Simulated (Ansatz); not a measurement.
**Counterpoise correction, worked out**

The pair of NH3 (SMILES N, atoms 1–4) and AsH3 (SMILES [AsH3], atoms 5–8), both closed shells, in one local arrangement (a lower one may exist), relaxed at PBE0-D4/def2-TZVP:

```
8
angstrom
N 0.0761 0.0574 -1.5737
H 0.8618 0.5846 -1.9343
H 0.1410 -0.8781 -1.9558
H -0.7653 0.4754 -1.9515
As -0.5463 -0.3711 1.5628
H 0.9227 -0.7095 1.3809
H -0.2972 1.1165 1.3889
H -0.3928 -0.2752 3.0828
```

Ansatz 0.2.0; basis: def2-TZVPPD; cores frozen in the correlated methods. Filled d shells of the heavier atoms are correlated. The def2 sets are not built for correlating such inner shells, so the correlated values are less sure here.

CCSD(T) total energies in eV:

| system | geometry | basis functions | energy |
| --- | --- | --- | --- |
| pair | pair | all | -62388.35650 |
| NH3 | as in the pair | all (partner as ghosts) | -1536.86894 |
| AsH3 | as in the pair | all (partner as ghosts) | -60851.42958 |
| NH3 | as in the pair | its own | -1536.86042 |
| AsH3 | as in the pair | its own | -60851.41334 |
| NH3 | free (PBE0-D4 minimum) | its own | -1536.86075 |
| AsH3 | free (PBE0-D4 minimum) | its own | -60851.41429 |

Question: Work out the interaction energy with and without the counterpoise correction, the superposition error, and the binding energy from the relaxed fragments.

Answer: Without correction: -62388.35650 − (-1536.86042) − (-60851.41334) = -0.08274 eV.
With correction (each fragment in the whole basis): -62388.35650 − (-1536.86894) − (-60851.42958) = -0.05798 eV = -1.34 kcal/mol.
The superposition error is the difference, 0.02476 eV, 30 % of the uncorrected value: each fragment borrows its partner's functions.
Deformation from the free shapes: 0.00033 eV for NH3 and 0.00095 eV for AsH3.
Binding energy from relaxed fragments: -0.05798 + 0.00033 + 0.00095 = -0.05670 eV = -1.31 kcal/mol (electronic, without zero-point energy; negative means bound). For comparison, the corrected interaction energy by CCSD(T) at an estimated basis limit (MP2 extrapolated from triple and quadruple zeta, plus CCSD(T) − MP2 in triple zeta) is -0.071 eV; triple zeta with the correction binds less.

No T1 diagnostic of these runs exceeds 0.012.

For scale, one of the runs: CCSD(T)/def2-TZVPPD, 193 basis functions, launched by `ansatz run in.yaml --threads 4 --pin off --events-out ev --progress --plain --max-ram 9574MiB`. The run took 11 s on 4 CPU threads of an AMD EPYC 9R45 (shared host), with 2.2 GiB of host memory at its peak.
